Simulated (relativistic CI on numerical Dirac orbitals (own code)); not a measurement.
# What each ingredient does to the levels of Br6+

Base calculation: Dirac-Coulomb-Breit CI, separate exchange-only KLI orbitals for each configuration, a model potential for QED, unscaled Slater integrals.

Configurations in the expansion (outside the closed core [Ar]): 3d10 4s, 3d10 4p, 3d10 4d, 3d10 4f, 3d10 5s, 3d10 5p, 3d10 5d, 3d9 4s2, 3d10 6s, 3d10 6p, 3d10 5f, 3d10 5g, 3d10 6d, 3d10 7s, 3d9 4s 4p, 3d10 7p, 3d10 7d, 3d9 4s 4d. Double excitations out of closed p, d and f shells are left out; levels of such configurations are missing from the list, as are those of other unlisted configurations, and high levels can miss mixing partners.

Variants: (1) valence Slater integrals scaled by 0.9; (2) one mean potential for all configurations. Shifts of the energy above 3d10 4s 2S_1/2, in cm⁻¹, for the lowest level and the first level of each name with at least 55 % of one term (blank where a level changes its place among those of its configuration and J or its character, or is not in the variant):

```
          Level    Base  Δ(1)    Δ(2)  Measured
 3d10 4s 2S_1/2       0     0       0         0
3d10 4p 2P°_1/2  126853   +35     -56          
3d10 4p 2P°_3/2  134176   +35     -60          
 3d10 4d 2D_3/2  323994   +14     +98    327205
 3d10 4d 2D_5/2  324923   +15    +103    328066
 3d10 5s 2S_1/2  402909   +38    +560          
3d10 5p 2P°_1/2  451860    +6    +632          
3d10 5p 2P°_3/2  454612    +6    +650          
3d10 4f 2F°_7/2  478140   +14    +733          
3d10 4f 2F°_5/2  478180   +14    +729          
 3d9 4s2 2D_5/2  529198  +177  +23229          
 3d10 5d 2D_3/2  531469   +71    +896          
 3d10 5d 2D_5/2  533078  -121    -339          
 3d9 4s2 2D_3/2  538796   -31  +22442
```

At this charge configurations can still be misplaced by up to about 7 % of their energy. 2 of the 2 excited levels that our extract of the measured tables holds in this range could be paired (the sources list more); they are missed by 3177 cm⁻¹ on average and 3211 at most, and levels without a partner can miss by more.

Measured levels: Moore, Atomic Energy Levels, vol. II, NSRDS-NBS 35 (1971 reprint of NBS Circular 467, 1952).

Ionisation energy from the two ground configurations alone: base 101.638 eV. The NIST ASD value (semi-empirical) is 103.03 eV.

LS names give the leading component of a level, which can be under half, so a name can repeat, a term be missing and a line seem to break the LS rules.
